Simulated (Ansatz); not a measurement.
`NB(Cl)OC=S`. Total charge 0; spin multiplicity 1. The structure was optimised at the PBE0-D4/def2-TZVP level. It is one conformer, not always the lowest.

```xyz
9

N     0.308   -1.577   -0.893
B    -0.136   -0.619    0.003
Cl   -1.203   -1.062    1.342
O     0.289    0.686   -0.195
C    -0.032    1.738    0.561
S     0.496    3.227    0.274
H     0.052   -2.545   -0.828
H     0.915   -1.341   -1.660
H    -0.689    1.494    1.397
```

Question: What is the dipole moment at r2SCAN/def2-TZVPP? (Best estimate.)

Answer: The calculation gave: 3.89 D, with components (0.02, -3.72, -1.13) D in this frame, pointing from negative to positive charge.

Question: And with PBE, B3LYP, ωB97M-V? (Estimate.)

Answer: Ansatz gave: PBE 3.82 D, B3LYP 3.73 D, ωB97M-V 3.66 D.

Question: Give the Mulliken charges with r2SCAN, B3LYP, ωB97M-V in def2-TZVPP. (An estimate is asked.)

Answer: Computed: 
```
atom  r2SCAN  B3LYP  ωB97M-V
  N1   -0.30  -0.24    -0.20
  B2    0.35   0.30     0.27
 Cl3   -0.18  -0.19    -0.15
  O4   -0.25  -0.23    -0.23
  C5    0.12   0.12     0.08
  S6   -0.20  -0.20    -0.16
  H7    0.18   0.17     0.14
  H8    0.19   0.18     0.15
  H9    0.10   0.11     0.11
```

B3LYP here is the variant with VWN-RPA as its local correlation; programs differ in this.
